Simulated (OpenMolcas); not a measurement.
## Ag5+: from CASSCF to CASPT2

| Quantity | Value |
| --- | --- |
| Program | OpenMolcas 26.06 |
| Basis | ANO-RCC-VQZP [8s7p5d3f2g1h] |
| Scalar Hamiltonian | DKH2, point nucleus |
| Active space | 6 electrons in 10 orbitals (4d 5d) |
| State averaging | 2S+1 = 5 even, 5 roots; 2S+1 = 3 even, 45 roots; 2S+1 = 1 even, 49 roots |
| Spin-orbit coupling | state interaction with AMFI integrals over the reference wave functions, term energies averaged over their components |

Methods on the same reference wave functions:
A. CASSCF
B. SS-CASPT2, IPEA 0.25 Eh, imaginary shift 0.1 Eh (closed shells correlated: 4s 4p)
C. MS-CASPT2, IPEA 0.25 Eh, imaginary shift 0.1 Eh (closed shells correlated: 4s 4p)

Energies in cm-1 above 4d6 5D4, the measured ground level; measured values from the list in Gamrath, thesis, University of Mons (2023).

```tsv
Level	A	B	C	Measured
4d6 5D4	0.0	0.0	0.0	0.0
4d6 5D3	2486	2520	2520	2692
4d6 5D2	3796	3740	3750	3953
4d6 5D1	4707	4660	4670	4941
4d6 5D0	5131	5070	5090	5380
4d6 3H6	24100	22380	22380	21512
4d6 3H5 [74 %]	24647	22680	22680	21812
4d6 3P2(1)	25107	21640	21630	21042
4d6 3F3(1) [75 %]	28115	25200	25200	24441
4d6 3F2(1)	29208	26160	26130	25306
4d6 3G5 [74 %]	31373	28730	28730	27958
4d6 3P1(1)	32176	28700	28590	28232
4d6 3P0(1) [74 %]	32931	29390	29360	
4d6 3G4	33348	30440	30440	29660
4d6 3G3 [75 %]	34040	31080	31060	30361
4d6 1I6	37726	35380	35380	34194
4d6 3D2	38409	33710	33730	32650
4d6 3D1	39020	34450	34480	33558
4d6 3D3	39250	34590	34580	33509
4d6 1G4(1)	41429	38580	38550	37481
4d6 1S0 [68 %]	47379	42970	42710	
4d6 1D2(1)	48684	42960	42930	41372
4d6 1F3	53072	46440	46440	44724
4d6 3P0(2)	59829	52580	52850
```

Deviations, from unrounded energies. A percentage is the sum of absolute deviations over the sum of measured energies, with the sign that they share, or ± where signs differ.

```
                        Against measurement  Levels      A     B     C
             mean absolute deviation (cm-1)      20   3600   810   800
      fine structure of the ground term (%)       4   -5.0  -5.7  -5.5
other terms of the ground configuration (%)      16  +14.7  +3.1  +3.1
```

B, C lie about equally close to measurement and A furthest from it. The largest miss of C in the table is 4d6 1F3, by +1700 cm-1. The ranking rests on the paired levels alone, and a cruder setting can come out closer through cancelling errors.

Between B and C the level of the table that moves most is 4d6 3P0(2), by 260 cm-1 (lowest in B, highest in C). Moves below CASPT2's spread within the term are not significant.

The mean deviations of B to C differ by less than CASPT2's widest spread within a term (1100 cm-1), so their order carries little weight.

From A to B the spin-free energies of the other terms of 4d6 shown, above 5D, scale by factors of 0.86 to 0.93, as is usual when dynamic correlation screens the repulsion within a d or f shell.

The lowest spin-free term lies below A's lowest term by 0.390 hartree in B, 0.390 hartree in C.

CASPT2 breaks the degeneracy within a term, and the mean is taken; among the terms shown or strongly mixed into the levels shown the widest spread is 1100 cm-1 (4d6 1I, C). Active for correlation alone: 5d; no level in the range computed is led by a configuration that fills it, so any true level of that kind is missing. Without dynamic correlation excited terms often stand tens of per cent too high (terms of higher spin than the ground term too low), and those without a measured partner can miss by more than the paired ones (holds for A). The CASPT2 spread within a term exceeds the gap to the next term for 4d6 3D and 4d6 1I, 4d6 3P(2) and 4d6 3F(2), so the order of their levels is uncertain, and so are names and mixing where such terms share a J (holds for C). Computed and measured levels are paired by configuration, term and J; levels that our copy of the source lacks, or whose pairing is in doubt (as where it misses far off the trend of its configuration), stay unpaired and out of the deviations. Only configurations of the active space appear. The table leaves out levels that lie high or whose names do not pair safely across all columns.

A share in square brackets marks a mixed level and gives the weight of the term that names it, the lowest over the columns. A number in round brackets counts repeated terms of one configuration in the order of the reference energies.
